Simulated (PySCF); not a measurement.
A side-by-side comparison of computed properties.

First species: C₆H₁₃NO₂.
SMILES: `N(C(=O)[C@H](C)OC)(C)C`

Second species: C7H11F3O.
Atom-mapped SMILES: `[CH3:1][CH2:2][O:3][C@@H:4]([CH2:5][CH3:6])[C:7]([F:8])=[C:9]([F:10])[F:11]` (hydrogens: H12, H13, H14 on C1; H15, H16 on C2; H17 on C4; H18, H19 on C5; H20, H21, H22 on C6)

Levels: PBE0/pcSseg-1 for dipole moment, HOMO energy, LUMO energy and HOMO–LUMO gap; GFN2-xTB for rotational constant A and rotational constant C. Geometries: GFN2-xTB. Each species is one conformer at its optimised geometry, gas phase, non-relativistic unless stated. Electronic properties by PySCF.

Dipoles, sizes and rotational constants follow the conformer. The torsions of the flexible species, by atom-mapped SMILES:
- `[CH3:1][O:2][C@@H:3]([CH3:4])[C:5](=[O:6])[N:7]([CH3:8])[CH3:9]`: C1–O2–C3–C4 171°, O2–C3–C5–O6 134°, C3–C5–N7–C8 2°
- `[CH3:1][CH2:2][O:3][C@@H:4]([CH2:5][CH3:6])[C:7]([F:8])=[C:9]([F:10])[F:11]`: C1–C2–O3–C4 173°, C2–O3–C4–C5 163°, O3–C4–C5–C6 60°, O3–C4–C7–F8 157°

Values for the first species:

| Quantity | Value |
| --- | --- |
| Dipole moment | 2.81 D |
| HOMO energy | -6.89 eV |
| LUMO energy | 0.67 eV |
| HOMO–LUMO gap | 7.56 eV |
| Rotational constant A | 2.078 GHz |
| Rotational constant C | 1.168 GHz |

Q: Estimate the same properties for the second species, and the change in each.

A: 
```json
{"property": "dipole moment", "first": "2.81 D", "second": "1.79 D", "second less first": "-1.02 D"}
{"property": "HOMO energy", "first": "-6.89 eV", "second": "-7.26 eV", "second less first": "-0.37 eV"}
{"property": "LUMO energy", "first": "0.67 eV", "second": "0.58 eV", "second less first": "-0.09 eV"}
{"property": "HOMO–LUMO gap", "first": "7.56 eV", "second": "7.84 eV", "second less first": "+0.28 eV"}
{"property": "rotational constant A", "first": "2.078 GHz", "second": "1.160 GHz", "second less first": "-0.918 GHz"}
{"property": "rotational constant C", "first": "1.168 GHz", "second": "0.691 GHz", "second less first": "-0.477 GHz"}
```

On the first: The dipole matches unit charges of opposite sign 0.59 Å apart (1 e·Å = 4.8032 D). A dipole of 2.81 D is allowed in C1, and pure rotational transitions are dipole-allowed.

On the second: A dipole of 1.79 D is allowed in C1, and pure rotational transitions are dipole-allowed. The dipole matches unit charges of opposite sign 0.37 Å apart (1 e·Å = 4.8032 D).
